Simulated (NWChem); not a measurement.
System: Si$_{2}$HCl$_{4}$, doublet; SMILES Cl[SiH][Si](Cl)(Cl)Cl

Here is an NWChem input.

```
start job
memory heap 200 mb stack 900 mb global 1100 mb
geometry units angstroms noautosym nocenter noautoz
  Cl    -0.312956    -2.989071     0.017601
  Si     1.098209    -1.477019     0.067765
  Si     0.047678     0.602046    -0.028329
  Cl    -1.281057     0.927671     1.506537
  Cl    -0.959915     0.797320    -1.805244
  Cl     1.529708     2.026342     0.070009
  H      1.930344    -1.624218     1.301664
end
basis spherical
  * library 6-31g*
end
dft
  odft
  mult 2
  xc xpbe96 cpbe96
  iterations 150
end
property
  efieldgrad
end
task dft property
```

Output (shortened):

```
             Northwest Computational Chemistry Package (NWChem) 7.3.0
             --------------------------------------------------------

                             Geometry "geometry" -> ""
                             -------------------------

 Output coordinates in angstroms (scale by  1.889725989 to convert to a.u.)

  No.       Tag          Charge          X              Y              Z
 ---- ---------------- ---------- -------------- -------------- --------------
    1 Cl                  17.0000    -0.31295600    -2.98907100     0.01760100
    2 Si                  14.0000     1.09820900    -1.47701900     0.06776500
    3 Si                  14.0000     0.04767800     0.60204600    -0.02832900
    4 Cl                  17.0000    -1.28105700     0.92767100     1.50653700
    5 Cl                  17.0000    -0.95991500     0.79732000    -1.80524400
    6 Cl                  17.0000     1.52970800     2.02634200     0.07000900
    7 H                    1.0000     1.93034400    -1.62421800     1.30166400

 Effective nuclear repulsion energy (a.u.)     683.2497839750

  pbe96 is a nonlocal functional; adding pw91lda local functional.
                              NWChem Property Module
                              ----------------------

  itol2e modified to match energy
  convergence criterion.

                                 NWChem DFT Module
                                 -----------------

 Summary of "ao basis" -> "ao basis" (spherical)
 ------------------------------------------------------------------------------
       Tag                 Description            Shells   Functions and Types
 ---------------- ------------------------------  ------  ---------------------
 Cl                          6-31g*                  8       18   4s3p1d
 Si                          6-31g*                  8       18   4s3p1d
 H                           6-31g*                  2        2   2s

  itol2e modified to match energy
  convergence criterion.

[...]

          -----------------------
          Electric field gradient
          -----------------------

 1 a.u. = 0.324123 10**(16) esu/cm**3  ( or statvolts/cm**2 ) = 0.97174 10**(22) v/m**2

 ------------------------------------------------------------
   Atom      X         Y         Z
 ------------------------------------------------------------
    1 Cl  -0.59140  -5.64853   0.03326
 ------------------------------------------------------------

 Electric field gradient in molecular frame (a.u.)
         XX             YY             ZZ             XY             XZ             YZ
 ------------------------------------------------------------------------------------------
       -0.413508      -0.609947       1.023455      -1.567208       0.170552      -0.123315

 Principal components (a.u.) and orientation
 of principal axis w.r.t. absolute frame                      Asymmetry parameter eta
 --------------------------------------------------------------------------------------
       -2.082244       1.250579       0.831664                       0.201185

        0.685030       0.540160      -0.488835
        0.728463      -0.499875       0.468474
       -0.008695       0.677017       0.735916

 ------------------------------------------------------------
   Atom      X         Y         Z
 ------------------------------------------------------------
    2 Si   2.07531  -2.79116   0.12806
 ------------------------------------------------------------

 Electric field gradient in molecular frame (a.u.)
         XX             YY             ZZ             XY             XZ             YZ
 ------------------------------------------------------------------------------------------
       -0.119992      -0.192410       0.312402      -0.306812       0.199706      -0.139824

 Principal components (a.u.) and orientation
 of principal axis w.r.t. absolute frame                      Asymmetry parameter eta
 --------------------------------------------------------------------------------------
        0.488094      -0.466303      -0.021790                       0.910713

        0.453333       0.675761       0.581237
       -0.370924       0.735971      -0.566358
        0.810497      -0.041154      -0.584296

 ------------------------------------------------------------
   Atom      X         Y         Z
 ------------------------------------------------------------
    3 Si   0.09010   1.13770  -0.05353
 ------------------------------------------------------------

 Electric field gradient in molecular frame (a.u.)
         XX             YY             ZZ             XY             XZ             YZ
 ------------------------------------------------------------------------------------------
       -0.089680       0.251167      -0.161487      -0.216847       0.022380      -0.058059

 Principal components (a.u.) and orientation
 of principal axis w.r.t. absolute frame                      Asymmetry parameter eta
 --------------------------------------------------------------------------------------
        0.363864      -0.196056      -0.167808                       0.077635

       -0.433078       0.874260      -0.219347
        0.893702       0.448138       0.021639
       -0.117216       0.186660       0.975407

 ------------------------------------------------------------
   Atom      X         Y         Z
 ------------------------------------------------------------
    4 Cl  -2.42085   1.75304   2.84694
 ------------------------------------------------------------

[...]
```

Level: PBE/6-31G* (spherical d), spin-unrestricted. All runs use the structure optimised with PBE0/def2-SVP, spin-unrestricted. No stability test was run on the SCF state. NWChem prints the field gradient with the sign opposite to the second derivative of the potential.
